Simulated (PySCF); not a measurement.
Zn(Br)(OSiH3) (BrH3OSiZn), SMILES [SiH3][O][Zn][Br].

Coordinates come from a TPSSh-D3(BJ)/def2-SVP optimisation. The structure was generated by enumeration; whether it is a known compound was not checked. The values are those of a single conformer.

Two levels are set side by side: TDDFT-PBE/def2-SVPD (PySCF) and TDDFT-LC-ωPBE/def2-SVPD (PySCF). Vertical, same geometry. The lowest singlet is HOMO→LUMO 100 % with PBE and HOMO→LUMO 82 % with the other functional; states are paired by order. Differences are taken from unrounded values.

```
quantity                              TDDFT-LC-ωPBE
------------------------------------  -------------
lowest singlet excitation (eV)                 6.18
lowest triplet excitation (TDA) (eV)           5.83
```

### Question
What does TDDFT-PBE give, and how far is it from TDDFT-LC-ωPBE? (An estimate is asked for; the answer gives what the named calculation found.)

### Answer

| quantity | TDDFT-PBE | TDDFT-PBE minus TDDFT-LC-ωPBE |
|---|---|---|
| lowest singlet excitation (eV) | 4.49 | -1.70 |
| lowest triplet excitation (TDA) (eV) | 4.27 | -1.56 |

A lower first singlet is the usual sign of a functional without exact exchange. Differences between two approximate levels are no errors against the true value.

Rough cost on one machine, each run with all the roots and properties that it gave: TDDFT-LC-ωPBE against TDDFT-PBE about 6 times.
